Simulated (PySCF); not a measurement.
**Input and output**

BiF5 (singlet). PySCF 2.14.0, RKS B3LYP, Bi def2-SVP with ECP60, F def2-SVP; non-relativistic Hamiltonian with scalar-relativistic core potentials where named; density fitting; no spin-orbit coupling. Purpose: singlet excitations, Tamm-Dancoff B3LYP.

```python
mol = gto.M(atom='''
Bi     0.00000    -0.00000     0.00666
F      0.00000    -0.00000     1.99466
F      1.99820     0.00000    -0.04304
F     -0.00000     1.77618    -0.89373
F     -1.99820     0.00000    -0.04304
F     -0.00000    -1.77618    -0.89373''',
    basis={'Bi': 'def2-SVP', 'F': 'def2-SVP'},
    ecp={'Bi': 'def2-SVP'},
    charge=0, spin=0)
mf = dft.RKS(mol, xc='B3LYP')
mf.grids.atom_grid = (50, 194)
mf = mf.density_fit()  # fitting sets: Bi def2-universal-JKFIT, F def2-universal-JKFIT
mf.conv_tol = 1e-08; mf.max_cycle = 55
mf.kernel(dm0)  # dm0: converged density of the relaxed state
td = mf.TDA(); td.nstates = 8; td.kernel()
```

Run from Python with OMP_NUM_THREADS=2; the lines above give its settings. Where DIIS fails, smearing, a level shift and second-order steps follow.
It took 16 s on 2 threads of Intel(R) Xeon(R) Platinum 8375C CPU @ 2.90GHz (Ice Lake), with other jobs on the host, from an already converged density.

Question: Where do the frontier levels lie, over both spins?

Answer: HOMO -11.62 eV, LUMO -6.52 eV. 

Question: What does the SCF print?

Answer: 
```
init E= -713.455035745227
cycle= 1 E= -713.455598758819  delta_E= -0.000563  |g|= 0.0452  |ddm|= 0.0941
cycle= 2 E= -713.455169554015  delta_E= 0.000429  |g|= 0.0674  |ddm|= 0.0738
cycle= 3 E= -713.455910969649  delta_E= -0.000741  |g|= 0.00583  |ddm|= 0.0532
cycle= 4 E= -713.45591549459  delta_E= -4.52e-06  |g|= 0.00358  |ddm|= 0.00893
cycle= 5 E= -713.455917912626  delta_E= -2.42e-06  |g|= 0.000204  |ddm|= 0.00323
cycle= 6 E= -713.455917919392  delta_E= -6.77e-09  |g|= 9.78e-05  |ddm|= 0.000224
Extra cycle  E= -713.455917912002  delta_E= 7.39e-09  |g|= 0.000224  |ddm|= 0.000249
converged SCF energy = -713.455917912002
```

Question: What are the Mulliken charges and spins?

Answer: 
```
atom  charge (e)  spin (e)
 Bi1       1.757     0.000
  F2      -0.355     0.000
  F3      -0.349     0.000
  F4      -0.352     0.000
  F5      -0.349     0.000
  F6      -0.352     0.000
```

Question: Which singlet excitations follow (Tamm-Dancoff, 8 states)?

Answer: 
```csv
state,eV,oscillator strength
1,3.67,0.0000
2,3.74,0.0001
3,4.02,0.0024
4,4.04,0.0040
5,4.23,0.0000
6,4.46,0.0242
7,4.52,0.0080
8,4.54,0.0000
```
Functionals without range separation put charge-transfer states too low; the basis has no diffuse functions.

The geometry was relaxed with PBE0 (Bi def2-SVP with ECP60, F def2-SVP).
